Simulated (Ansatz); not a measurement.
`C/C(N)=C\[SiH3]` and `NC(N)=C[SiH3]` differ in one atom or group.

Ansatz, PBE0-D4/def2-TZVP geometries, multiplicity 1. Each molecule was computed in one conformer, which needn't be the lowest.

| property | `C/C(N)=C\[SiH3]` |
| --- | --- |
| LUMO energy (B3LYP/def2-TZVPP) / eV | -0.04 |
| HOMO energy (PBE/def2-TZVPP) / eV | -5.02 |
| HOMO–LUMO gap (B3LYP/def2-TZVPP) / eV | 5.87 |
| LUMO energy (PBE/def2-TZVPP) / eV | -0.72 |
| HOMO–LUMO gap (ωB97M-V/def2-TZVPP) / eV | 10.31 |
| HOMO energy (ωB97M-V/def2-TZVPP) / eV | -8.28 |

Problem. What does the change do to each property? (An estimate is asked.)

Solution. The calculation gave: 
```csv
property,`NC(N)=C[SiH3]`,shift
LUMO energy (B3LYP/def2-TZVPP) / eV,0.36,0.40
HOMO energy (PBE/def2-TZVPP) / eV,-4.83,0.19
HOMO–LUMO gap (B3LYP/def2-TZVPP) / eV,6.10,0.23
LUMO energy (PBE/def2-TZVPP) / eV,-0.27,0.45
HOMO–LUMO gap (ωB97M-V/def2-TZVPP) / eV,10.26,-0.05
HOMO energy (ωB97M-V/def2-TZVPP) / eV,-8.10,0.18
```

With PBE0 the HOMO rises by 0.18 eV and the LUMO rises by 0.46 eV, so the gap widens by about 0.28 eV. PBE moves the HOMO by 0.19 eV and ωB97M-V by 0.18 eV.

B3LYP here is the variant with VWN-RPA as its local correlation; programs differ in this.
